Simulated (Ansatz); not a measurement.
# Reading a saddle point

A first-order saddle point of AlNH₄SO, closed shell, PBE0-D4/def2-TZVP, with one imaginary mode of 1300i cm⁻¹:

| atom | x (Å) | y (Å) | z (Å) |
| --- | --- | --- | --- |
| Al1 | -0.6342 | 0.1032 | -0.1872 |
| N2 | 1.1449 | -0.2142 | 0.3311 |
| S3 | -0.8909 | -1.8942 | -0.7668 |
| H4 | 0.5783 | -1.3773 | -0.1463 |
| O5 | -1.3205 | 1.6358 | -0.0387 |
| H6 | 1.4162 | -0.2369 | 1.3066 |
| H7 | 1.9250 | 0.1379 | -0.2105 |
| H8 | -2.2187 | 1.8458 | -0.2881 |

Computed with Ansatz 0.2.0 (basis: def2-TZVPP and def2-QZVPP); correlated methods freeze the cores. Extrapolation: Hartree–Fock as exp(−7.88 √X), correlation as X^−2.97.

Question: Which contacts change along the imaginary mode, and what lies on either side? (A judgement: the text doesn't fix the answer.)

Answer: By the calculation: The step is AlNH₄SO ([NH2][Al]([OH])[SH]) → AlHSO ([OH][Al][S]) + NH₃ (still joined by a long Al–N bond), with the molecules in contact on both sides. Shortening one way: N2–H4; lengthening the same way: Al1–N2, S3–H4.
```tsv
pair	one side (Å)	saddle (Å)	other side (Å)
N2–H4	3.20	1.38	1.02
Al1–N2	1.76	1.88	2.01
S3–H4	1.34	1.68	3.22
```

Question: Which side is lower, and how far does the saddle lie above each? (An estimate is asked for; the value comes from the calculation.)

Answer: Computed: The side with Al1–N2, S3–H4 short is lower by 0.577 eV; the saddle lies 1.416 eV above it and 0.839 eV above the other (CCSD(T) at an estimated basis limit (MP2 extrapolated from triple and quadruple zeta, plus CCSD(T) − MP2 in triple zeta); electronic energies).

The T1 diagnostic stays at or below 0.015.

Labels in which every atom is bracketed show which atoms are joined, not bond orders.

For scale, one of the runs: CCSD(T)/def2-TZVPP, 202 basis functions, launched by `ansatz run in.yaml --threads 4 --pin off --events-out ev --progress --plain --max-ram 9574MiB`. Hardware: 4 CPU threads of an Arm Neoverse V1, shared host. Wall time 40 s; peak host memory 2.4 GiB.
